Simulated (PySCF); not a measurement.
Correlation energy of Mo²⁴⁺ (molybdenum, charge +24)

Starting occupation: [Ar]. Calculation: PySCF 2.14, in an even-tempered Gaussian basis (19 s from 1.1 bohr⁻², ratio 2.6; 14 p from 1.4 bohr⁻², ratio 2.6; 6 d from 1.4 bohr⁻², ratio 2.8; 3 f from 28 bohr⁻², ratio 2.8); X2C-1e with screened-nucleus spin-orbit coupling, Gaussian nucleus. Frozen: [Ne]; 8 electrons correlated; the 64 highest virtual spinors left out.

MP2 pair energies summed by pair of shells (mhartree):

| pair | energy | share (%) |
| --- | --- | --- |
| 3p3/2-3p3/2 | -140.94 | 39.5 |
| 3p1/2-3p3/2 | -132.44 | 37.1 |
| 3p1/2-3p1/2 | -35.58 | 10.0 |
| 3p3/2-3s1/2 | -22.94 | 6.4 |
| 3s1/2-3s1/2 | -12.94 | 3.6 |
| 3p1/2-3s1/2 | -11.82 | 3.3 |

Total MP2 correlation energy: -356.66 mhartree.

The virtual space was cut to 50 spinors, which keep -342.77 of the -356.66 mhartree of MP2 correlation.

| level | correlation energy (mhartree) |
| --- | --- |
| CCSD | -378.47 |
| (T) | -2.87 |
| CCSD(T) | -381.34 |

Diagnostics: T1 = 0.00048, largest double amplitude 0.045.

Cost of the coupled-cluster step: about 19 core-seconds, for 8 occupied and 50 virtual spinors.

Iterations:

```
Init t2, MP2 energy = -0.342767713259958
CCSD nocc = 8, nmo = 58
Init t2, MP2 energy = -0.342767713259958
Init E_corr(GCCSD) = -0.342767713259958
cycle = 1  E_corr(GCCSD) = -0.372772337427128  dE = -0.0300046242  norm(t1,t2) = 0.0173583
cycle = 2  E_corr(GCCSD) = -0.377347937460717  dE = -0.00457560003  norm(t1,t2) = 0.00369162
cycle = 3  E_corr(GCCSD) = -0.378506855940093  dE = -0.00115891848  norm(t1,t2) = 0.00104129
cycle = 4  E_corr(GCCSD) = -0.378472072320499  dE = 3.47836196e-05  norm(t1,t2) = 9.76688e-05
cycle = 5  E_corr(GCCSD) = -0.378472383736519  dE = -3.1141602e-07  norm(t1,t2) = 5.24154e-06
cycle = 6  E_corr(GCCSD) = -0.378472337953177  dE = 4.57833423e-08  norm(t1,t2) = 4.38108e-07
cycle = 7  E_corr(GCCSD) = -0.378472338992574  dE = -1.03939679e-09  norm(t1,t2) = 4.65565e-08
GCCSD converged
E(GCCSD) = -3684.689282739163  E_corr = -0.3784723389925738
```

The coupled-cluster values are those of the cut space; adding the MP2 remainder, -13.89 mhartree, estimates the full space.

At this charge the one-electron X2C treatment keeps the bare 1/r₁₂, with no two-electron picture change or Breit term. The effect here is smaller than on the frozen 1s shell.
